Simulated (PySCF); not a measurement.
## Computed properties of Cl2FGeH3Si, SMILES F[Si](Cl)(Cl)[GeH3]

Si(Cl)2(F)(GeH3) (Cl2FGeH3Si), SMILES F[Si](Cl)(Cl)[GeH3]. The structure is a stationary point at B3LYP-D3(BJ)/def2-SVP. The structure was generated by enumeration, and PubChem lists no compound with its InChIKey, so it may never have been made. Other conformers were not sampled. All values are computed for the isolated molecule unless a solvent is named; none is compared with measurement here.

**Structure.** The optimised structure has Cs symmetry. All 18 harmonic modes at B3LYP-D3(BJ)/def2-SVP (PySCF) are real, so it is a minimum. With heavy atoms numbered as in [F:1][Si:2]([Cl:3])([Cl:4])[GeH3:5], the shortest bond between them is F1–Si2 at 1.621 Å and the longest Si2–Ge5 at 2.374 Å.

**Vibrations.** The strongest infrared lines (harmonic, unscaled, degenerate partners summed) lie at 568 cm⁻¹ (167 km/mol, Si 66 %, Cl 25 %), 795 cm⁻¹ (162 km/mol, H 95 %), 609 cm⁻¹ (145 km/mol, Si 66 %, Cl 28 %). The softest mode is at 91 cm⁻¹ and the zero-point energy is 19.0 kcal/mol.

**Electronic structure.** B3LYP/def2-TZVP (PySCF) places the frontier levels at -8.53 and -0.73 eV, a gap of 7.80 eV, and gives a dipole moment of 1.81 D and a mean polarisability of 80.0 bohr³. PBE/def2-TZVP (PySCF) at the same geometry gives -7.54 and -1.40 eV, so its gap is 1.66 eV narrower. An orbital gap is neither the optical nor the fundamental gap.

**Excitations.** TDA-ωB97X/def2-SVPD (PySCF) has S1 at 7.43 eV (167 nm, f = 0.111, bright); the most intense of the 10 singlets computed lies at 7.92 eV (f = 0.40). T1 (TDA) is at 6.47 eV, 0.96 eV under S1. TDA-PBE/def2-SVPD (PySCF) puts S1 at 6.55 eV. No vertical singlet excitation falls in the visible range (under 3.1 eV).

**NMR.** GIAO shifts at B3LYP/pcSseg-1 (PySCF) (non-relativistic, atoms alike by connectivity averaged): ¹H at 4.0 ppm against TMS; ²⁹Si at 32.2 ppm against TMS; ¹⁹F at -106.8 ppm against CFCl3. Without spin–orbit terms, shifts of atoms bonded to Cl or Br come out too high.
